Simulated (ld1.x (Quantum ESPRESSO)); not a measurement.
**Te (Z = 52): variants of one PAW potential**

Base potential:

```
Element                 : tellurium (Te)
Generator               : ld1.x (Quantum ESPRESSO) 7.5
Type                    : PAW
Functional              : Wu–Cohen
Relativity              : scalar-relativistic
Frozen core             : [Ar] 3d10
Valence charge          : 24
Reference configuration : 4s2 4p6 4d10 5s2 5p4
Partial waves           : 4s (bound): rcut 1.00, rcutus 1.15 bohr; 5s (bound): rcut 1.00, rcutus 1.15 bohr; 4p (bound): rcut 1.05, rcutus 1.10 bohr; 5p (bound): rcut 1.05, rcutus 1.10 bohr; 4d (bound): rcut 1.20, rcutus 1.60 bohr; 4d channel at 1.05 Ry: rcut 1.20, rcutus 1.60 bohr
Local potential         : all-electron potential smoothed inside 1.05 bohr (lloc = -1)
Core correction         : Bessel-smoothed model core, default radius (core density twice the valence density)
Augmentation charge     : BESSEL, radius 0.75 bohr
```

Cutoffs, loose and tight: the cutoffs (Ry, on a coarse ladder) from which the occupation-weighted sum of valence levels, in a spherical-Bessel basis at the reference potential, stays within 10 and 1 mRy of its value at 400 Ry. They do not see the model core or the augmentation charge, which bear on the density cutoff. Test errors are all-electron minus pseudo excitation energies from the reference, over the configurations 4s2 4p6 4d10 5s2 5p3; 4s2 4p6 4d10 5s2 5p2; 4s2 4p6 4d10 5s2 5p1; 4s2 4p6 4d10 5s1 5p4; 4s2 4p6 4d10 5s2 5p4.3; 4s2 4p6 4d9 5s2 5p5; 4s2 4p6 4d10 5s0 5p6. A dash means not determined; rows that change the core or the reference have their own tests. The largest error is taken over the tests solved by every variant that gives reliable tests at all: 4s2 4p6 4d10 5s1 5p4; 4s2 4p6 4d10 5s2 5p1; 4s2 4p6 4d10 5s2 5p2; 4s2 4p6 4d10 5s2 5p3; 4s2 4p6 4d10 5s2 5p4.3.

A true bound ghost makes a file unfit for plane-wave use even where its test errors are small: the radial tests pick states by their node count and pass the ghost by.

Cutoffs are not given where the Bessel-basis levels miss the radial ones by over 6 mRy, ghosts where they miss by over 20 mRy; a channel whose overlap is not positive is not tested.

A file whose overlap is not positive is unfit for use, and its test errors describe a broken file.

| change | outcome | cutoff, loose | cutoff, tight | bound ghosts | largest test error (meV) |
| --- | --- | --- | --- | --- | --- |
| base | generated, overlap not positive | – | – | not determined (overlap not positive) | +12 |
| wave 4d channel at 1.05 Ry: rcut 1.20, rcutus 1.60 bohr becomes 4d channel at -2.89 Ry: rcut 1.20, rcutus 1.60 bohr | generated | 90 Ry | 160 Ry | none | -11 |
| wave 4d channel at 1.05 Ry: rcut 1.20, rcutus 1.60 bohr becomes 4d channel at -2.74 Ry: rcut 1.20, rcutus 1.60 bohr | generated | 90 Ry | 160 Ry | none | -11 |
| wave 4d channel at 1.05 Ry: rcut 1.20, rcutus 1.60 bohr becomes 4d channel at -2.42 Ry: rcut 1.20, rcutus 1.60 bohr | generated | 90 Ry | 160 Ry | d | -13 |
| wave 4d channel at 1.05 Ry: rcut 1.20, rcutus 1.60 bohr becomes 4d channel at -1.48 Ry: rcut 1.20, rcutus 1.60 bohr | generated, overlap not positive | – | – | not determined (overlap not positive) | -12 |
| wave 4d channel at 1.05 Ry: rcut 1.20, rcutus 1.60 bohr becomes 4d channel at -0.12 Ry: rcut 1.20, rcutus 1.60 bohr | generated, overlap not positive | – | – | not determined (overlap not positive) | -2.7 |
| wave 4d channel at 1.05 Ry: rcut 1.20, rcutus 1.60 bohr becomes 4d channel at 2.06 Ry: rcut 1.20, rcutus 1.60 bohr | generated | 90 Ry | 160 Ry | none | -11 |
